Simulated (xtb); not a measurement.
Cl4OW, singlet, from a rough starting geometry (GFN-xTB shapes and energies of metal compounds can be far from the true ones); xtb 6.7.1 with GFN2-xTB.

The xtb input:
```
$ xtb mol.xyz --gfn 2 --opt vtight --json

# file mol.xyz
6

W      0.12911377    -0.06549801    -0.05463317
O      1.51689567    -0.50073616    -0.85044628
Cl     0.42518463    -0.51648060     2.07004319
Cl    -1.24106641     0.79048838    -1.68542864
Cl    -1.15495381    -1.83368407    -0.06738846
Cl     0.33252089     2.13307446     0.52478933
```

What the program printed (banner, timings and long lists left out):

```
   ID    Z sym.   atoms
    1   74 W      1
    2    8 O      2
    3   17 Cl     3-6

           -------------------------------------------------
          |                Calculation Setup                |
           -------------------------------------------------

           -------------------------------------------------
          |                 G F N 2 - x T B                 |
           -------------------------------------------------

          ...................................................
          :                      SETUP                      :
          :.................................................:
          :  # basis functions                  54          :
          :  # atomic orbitals                  49          :
          :  # shells                           17          :
          :  # electrons                        40          :
          :  max. iterations                   250          :
          :  Hamiltonian                  GFN2-xTB          :
          :  restarted?                      false          :
          :  GBSA solvation                  false          :
          :  PC potential                    false          :
          :  electronic temp.          300.0000000     K    :
          :  accuracy                    1.0000000          :
          :  -> integral cutoff          0.2500000E+02      :
          :  -> integral neglect         0.1000000E-07      :
          :  -> SCF convergence          0.1000000E-05 Eh   :
          :  -> wf. convergence          0.1000000E-03 e    :
          :  Broyden damping             0.4000000          :
          :  net charge                          0          :
          :  unpaired electrons                  0          :
          ...................................................

 iter      E             dE          RMSdq      gap      omega  full diag
   1    -19.6311244 -0.196311E+02  0.216E+01    0.37       0.0  T
   2    -18.6161930  0.101493E+01  0.280E+01   10.35       1.0  T
   3    -23.3715503 -0.475536E+01  0.182E+01    3.99       1.0  T
   4    -23.3703932  0.115712E-02  0.182E+01    3.99       1.0  T
   5    -23.8892508 -0.518858E+00  0.151E+01    3.48       1.0  T
   6    -24.3340328 -0.444782E+00  0.111E+01    3.47       1.0  T
   7    -24.6397908 -0.305758E+00  0.743E+00    3.20       1.0  T
   8    -24.8876950 -0.247904E+00  0.370E+00    2.79       1.0  T
   9    -24.9600417 -0.723467E-01  0.177E+00    2.56       1.0  T
  10    -24.9425523  0.174894E-01  0.258E+00    2.59       1.0  T
  11    -24.9655742 -0.230219E-01  0.352E+00    2.48       1.0  T
  12    -24.9704858 -0.491164E-02  0.270E+00    2.50       1.0  T
  13    -24.9762353 -0.574942E-02  0.837E-01    2.47       1.0  T
  14    -24.9750193  0.121596E-02  0.104E+00    2.48       1.0  T
  15    -24.9771707 -0.215144E-02  0.773E-01    2.46       1.0  T
  16    -24.9795672 -0.239649E-02  0.149E-01    2.42       1.0  T
  17    -24.9793646  0.202612E-03  0.270E-01    2.41       1.0  T
  18    -24.9795980 -0.233343E-03  0.266E-02    2.42       1.5  T
  19    -24.9795994 -0.145634E-05  0.395E-02    2.42       1.0  T
  20    -24.9796014 -0.197859E-05  0.786E-03    2.42       5.2  T
  21    -24.9796013  0.136162E-06  0.160E-02    2.42       2.6  T
  22    -24.9796015 -0.254827E-06  0.100E-02    2.42       4.1  T
  23    -24.9796016 -0.663092E-07  0.594E-03    2.42       6.9  T
  24    -24.9796015  0.854483E-07  0.718E-03    2.42       5.7  T
  25    -24.9796016 -0.115349E-06  0.275E-03    2.42      14.9  T
  26    -24.9796016 -0.182132E-07  0.264E-04    2.42     154.7  T
  27    -24.9796016 -0.244956E-09  0.338E-05    2.42    1206.4  T

   *** convergence criteria satisfied after 27 iterations ***

         :::::::::::::::::::::::::::::::::::::::::::::::::::::
         ::                     SUMMARY                     ::
         :::::::::::::::::::::::::::::::::::::::::::::::::::::
         :: total energy             -24.936302831637 Eh    ::
[...]
 * total energy  :   -24.9386047 Eh     change       -0.1119103E-02 Eh
 * total energy  :   -24.9386471 Eh     change       -0.4242121E-04 Eh
 * total energy  :   -24.9391207 Eh     change       -0.4735215E-03 Eh
 * total energy  :   -24.9391631 Eh     change       -0.4245890E-04 Eh
 * total energy  :   -24.9391101 Eh     change        0.5305692E-04 Eh
 * total energy  :   -24.9391686 Eh     change       -0.5852092E-04 Eh
 * total energy  :   -24.9391694 Eh     change       -0.7950368E-06 Eh
 * total energy  :   -24.9391775 Eh     change       -0.8073028E-05 Eh
 * total energy  :   -24.9391776 Eh     change       -0.1667475E-06 Eh
 * total energy  :   -24.9391779 Eh     change       -0.2333299E-06 Eh
 * total energy  :   -24.9391780 Eh     change       -0.1647648E-06 Eh
 * total energy  :   -24.9391781 Eh     change       -0.7389283E-07 Eh
   *** GEOMETRY OPTIMIZATION CONVERGED AFTER 15 ITERATIONS ***
         :: total energy             -24.939178097554 Eh    ::
[...]
        12        2.0000           -0.5027519             -13.6806
        13        2.0000           -0.4947119             -13.4618
        14        2.0000           -0.4924466             -13.4002
        15        2.0000           -0.4741960             -12.9035
        16        2.0000           -0.4740751             -12.9002
        17        2.0000           -0.4700037             -12.7895
        18        2.0000           -0.4667868             -12.7019
        19        2.0000           -0.4667714             -12.7015
        20        2.0000           -0.4608944             -12.5416 (HOMO)
        21                         -0.3717602             -10.1161 (LUMO)
        22                         -0.2998379              -8.1590
        23                         -0.2996461              -8.1538
        24                         -0.2679785              -7.2921
        25                         -0.1852257              -5.0402
        26                         -0.0232845              -0.6336
        27                         -0.0177881              -0.4840
        28                         -0.0177299              -0.4825
        29                         -0.0175899              -0.4786
        30                         -0.0174608              -0.4751
        31                         -0.0174499              -0.4748
       ...                                ...                  ...
        49                          1.1086398              30.1676
      -------------------------------------------------------------
                  HL-Gap            0.0891342 Eh            2.4255 eV
             Fermi-level           -0.4163273 Eh          -11.3288 eV

     #   Z          covCN         q      C6AA      α(0)
     1  74 W        4.279     1.037   395.308    43.851
     2   8 O        0.830    -0.421    22.120     6.305
     3  17 Cl       0.938    -0.154   103.971    15.600
     4  17 Cl       0.938    -0.154   103.970    15.599
     5  17 Cl       0.938    -0.154   103.956    15.598
     6  17 Cl       0.938    -0.154   103.955    15.598

 Mol. C6AA /au·bohr⁶  :       4203.533143
 Mol. C8AA /au·bohr⁸  :     283128.230397
 Mol. α(0) /au        :        112.552384

Wiberg/Mayer (AO) data.
largest (>0.10) Wiberg bond orders for each atom

 ---------------------------------------------------------------------------
     #   Z sym  total        # sym  WBO       # sym  WBO       # sym  WBO
 ---------------------------------------------------------------------------
     1  74 W    6.991 --     2 O    2.177     6 Cl   1.204     5 Cl   1.204
                             4 Cl   1.203     3 Cl   1.203
     2   8 O    2.491 --     1 W    2.177
     3  17 Cl   1.461 --     1 W    1.203
     4  17 Cl   1.461 --     1 W    1.203
     5  17 Cl   1.462 --     1 W    1.204
     6  17 Cl   1.462 --     1 W    1.204
 ---------------------------------------------------------------------------

Topologies differ in total number of bonds
Writing topology from bond orders to xtbtopo.mol

molecular dipole:
                 x           y           z       tot (Debye)
 q only:       -0.510       0.157       0.279
   full:       -0.467       0.144       0.255       1.401
molecular quadrupole (traceless):
                xx          xy          yy          xz          yz          zz
 q only:       -0.090       0.059       0.085       0.106      -0.026       0.006
  q+dip:        0.787      -0.440      -0.517      -0.794       0.252      -0.270
   full:        0.640      -0.356      -0.415      -0.644       0.206      -0.225

optimized geometry written to: xtbopt.xyz

           -------------------------------------------------
          | TOTAL ENERGY              -24.939178097554 Eh   |
          | GRADIENT NORM               0.000038735810 Eh/α |
          | HOMO-LUMO GAP               2.425464327063 eV   |
           -------------------------------------------------

normal termination of xtb
```
